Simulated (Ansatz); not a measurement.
CH7B2NOS (`CNBB(O)S`), relaxed with RKS PBE-D4/def2-SVP in Ansatz 0.2.0 from a rough embedded geometry. The force threshold is 0.03 eV/Å; the program also tests the step.

The species carries charge 0 and has multiplicity 1.

Start:

```xyz
13

C     1.576    0.145    1.232
N     0.835    1.175    0.473
B    -0.652    0.784    0.233
B    -1.002   -0.347   -0.942
O    -0.019   -1.118   -1.617
S    -2.883   -0.731   -1.218
H     1.554   -0.823    0.633
H     1.043   -0.035    2.168
H     2.548    0.471    1.404
H     1.305    1.302   -0.458
H    -1.493    1.461    0.738
H     0.139   -0.547   -2.454
H    -2.952   -1.738   -0.193
```

**Question.** How much energy does the relaxation release, and in how many steps? (Best estimate.)

**Answer.** The calculation gave: 3.52 eV, in 17 steps.

**Question.** Which bonds change most? (Estimate.)

**Answer.** Computed: N2–B3 from 1.557 to 1.404 Å; B4–S6 from 1.939 to 1.822 Å; C1–H9 from 1.040 to 1.112 Å; S6–H13 from 1.439 to 1.366 Å.

**Question.** Give the relaxed structure. (Best estimate.)

**Answer.** Ansatz gave: 
```xyz
13

C     1.775    0.522    1.476
N     0.878    0.056    0.431
B    -0.490    0.339    0.284
B    -1.365   -0.347   -1.021
O    -0.914   -0.412   -2.324
S    -2.987   -1.100   -0.675
H     2.180   -0.320    2.080
H     1.221    1.198    2.154
H     2.641    1.080    1.058
H     1.330   -0.589   -0.224
H    -0.979    1.077    1.126
H    -0.062    0.049   -2.424
H    -3.227   -1.553   -1.942
```
